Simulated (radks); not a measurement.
Polarisability of the selenium ion Se6+, [Ar] 3d10, at imaginary frequency. Method: non-relativistic Kohn-Sham, LDA (Slater exchange, Perdew-Wang correlation), spin-polarised, spherical densities, point nucleus; computed with a radial shooting solver on a logarithmic mesh with Libxc functionals. Response by self-consistent Sternheimer equations with the Hartree and adiabatic LDA kernel.

w (hartree)  alpha1(iw) (bohr^3)  alpha2(iw) (bohr^5)
0.00266                   0.3815               0.3596
0.0143                    0.3815               0.3596
0.0360                    0.3815               0.3595
0.0697                    0.3814               0.3594
0.118                     0.3812               0.3590
0.186                     0.3807               0.3583
0.280                     0.3797               0.3566
0.413                     0.3776               0.3533
0.605                     0.3732               0.3466
0.892                     0.3643               0.3335
1.35                      0.3458               0.3089
2.12                      0.3088               0.2669
3.59                      0.2417               0.2037
6.94                      0.1419               0.1205
17.5                     0.04364              0.03696

Static values: alpha1 = 0.3815 bohr^3 (0.05654 angstrom^3; uncoupled 0.4480), alpha2 = 0.3596 bohr^5, alpha3 = 0.5045 bohr^7. C6 = 0.5590, C8 = 2.448, triple-dipole C9 = 0.1494 atomic units. One-pole (London) frequency 4 C6 / (3 alpha1^2) = 5.121 hartree, against 5.183 for minus the highest occupied eigenvalue. The dipole shielding factor is 0.824, as the force sum rule N/Z = 0.824 demands.
